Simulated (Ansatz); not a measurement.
AlBH₆N₂ (`N[B](N)[AlH2]`), 10 atoms. Charge 0, multiplicity 1. All runs use 2 threads of an Arm Neoverse V2 on a shared host. Correlated methods freeze the cores.

Q: How many basis functions does each run have, and how long does it take in Ansatz? RKS PBE0-D4/def2-TZVP relaxation (6 steps); RKS PBE0-D4/def2-TZVP frequencies; RKS PBE0-D4/def2-QZVPP energy; RKS PBE0-D4/def2-SVP energy; RKS r2SCAN0-D4/def2-TZVPP energy; RKS ωB97M-V/def2-QZVPP energy; RKS BHLYP-D4/def2-TZVPP energy; RKS B97M-V/def2-TZVPP energy; RKS r2SCAN-D4/def2-TZVPP energy and forces; RKS ωB97M-V/def2-SVP energy; RHF-CCSD(T)/def2-TZVPP energy; RHF-CCSD(T)/def2-SVP energy. (Estimate.)

A: Ansatz gave: Other jobs shared the machine, so times are rough.

```csv
level,job,functions,wall time,peak host memory (GiB)
RKS PBE0-D4/def2-SVP,energy,90,1.1 s,0.17
RHF-CCSD(T)/def2-SVP,energy,90,2.5 s,0.31
RKS BHLYP-D4/def2-TZVPP,energy,219,2.7 s,0.41
RKS ωB97M-V/def2-SVP,energy,90,4.4 s,0.25
RKS r2SCAN0-D4/def2-TZVPP,energy,219,4.5 s,0.42
RKS r2SCAN-D4/def2-TZVPP,energy and forces,219,4.7 s,0.25
RKS PBE0-D4/def2-QZVPP,energy,421,7.5 s,1.1
RKS B97M-V/def2-TZVPP,energy,219,9 s,0.3
RKS PBE0-D4/def2-TZVP,relaxation (6 steps),166,19 s,0.33
RKS ωB97M-V/def2-QZVPP,energy,421,19 s,1.4
RHF-CCSD(T)/def2-TZVPP,energy,219,62 s,3.3
RKS PBE0-D4/def2-TZVP,frequencies,166,100 s,0.37
```
